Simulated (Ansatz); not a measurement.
`FBO[SiH3]` + `NC(O)(O)F` → `OC(O)(F)N[SiH3]` + `OBF`  (ligand exchange at the Si–O bond)

Computed with Ansatz on PBE0-D4/def2-TZVP structures; ΔE is electronic, products minus reactants. CCSD(T)/CBS adds triple-zeta CCSD(T) − MP2 to the extrapolated MP2 energy (def2 sets, frozen cores). This one scheme is used for every species. DFT in def2-TZVPP. One conformer a species, not always the lowest.

| level | ΔE (kcal/mol) | difference from CCSD(T)/CBS |
| --- | --- | --- |
| PBE-D4 | 8.7 | -1.5 |
| r2SCAN-D4 | 10.2 | 0.0 |
| PBE0-D4 | 9.3 | -0.9 |
| ωB97X-V | 10.1 | -0.1 |
| B2PLYP | 11.1 | 0.9 |
| PBE | 9.5 | -0.7 |
| r2SCAN | 10.5 | 0.3 |
| PBE0 | 10.1 | -0.1 |
| HF/def2-TZVPP | 13.9 | 3.7 |
| SCS-MP2/def2-TZVPP | 10.7 | 0.5 |
| CCSD/def2-TZVPP | 10.7 | 0.5 |
| CCSD(T)/def2-TZVPP | 10.2 | 0.0 |
| HF/def2-QZVPP | 14.2 | 4.0 |
| MP2/def2-QZVPP | 10.0 | -0.2 |
| SCS-MP2/def2-QZVPP | 10.8 | 0.6 |
| CCSD/CBS(def2) | 10.7 | 0.5 |
| CCSD(T)/CBS | 10.2 | 0 |

Largest T1 diagnostic among the species: 0.013.

The D4 term adds −1.3 kcal/mol with B3LYP and −0.7 kcal/mol with PBE0; it sums over pairs of atoms, weighted by their polarisabilities, and B3LYP, whose exchange is more repulsive, gets the larger term. In def2-TZVPP, CCSD(T) changes the Hartree–Fock value by −3.8 kcal/mol (the triples alone add −0.5 kcal/mol) and MP2 by −4.1 kcal/mol.

B3LYP here is the variant with VWN-RPA as its local correlation; programs differ in this.
